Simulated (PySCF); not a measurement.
Gas-phase reaction: 3 GaHCl2 + 3 Br2 → 2 GaCl3 + GaBr3 + 3 HBr

Energies from PySCF, thermal terms from the rigid-rotor harmonic-oscillator model, ideal gas at 1 bar. † marks an energy on the PBE0/def2-TZVP geometry and frequencies; other levels use their own. MP2 and CCSD(T) freeze the core. 6-31G* has spherical d functions here. All species are closed-shell singlets. Br, Ga: all electrons, no relativistic terms. GaHCl2: computed as isolated molecules; such fragments, hydroxides, amides, oligomers or adducts are transient or little studied in the gas. MP2 isn't extrapolated to the basis-set limit. CCSD(T) isn't extrapolated to the basis-set limit.

```
level               ΔH°(298 K), kJ
------------------  --------------
CCSD(T)/def2-SVP†              [?]
HF/6-31G*                     -634
MP2/def2-TZVPP†               -680
PBE/def2-TZVP†                 [?]
PBE0/def2-SVP†                -627
PBE0/def2-TZVP                -598
LDA/def2-TZVP†                 [?]
ωB97M-V/def2-TZVP†             [?]
```

### Question
Complete the blanks.

### Answer

- CCSD(T)/def2-SVP†, ΔH°(298 K), kJ: -680
- PBE/def2-TZVP†, ΔH°(298 K), kJ: -559
- LDA/def2-TZVP†, ΔH°(298 K), kJ: -582
- ωB97M-V/def2-TZVP†, ΔH°(298 K), kJ: -603
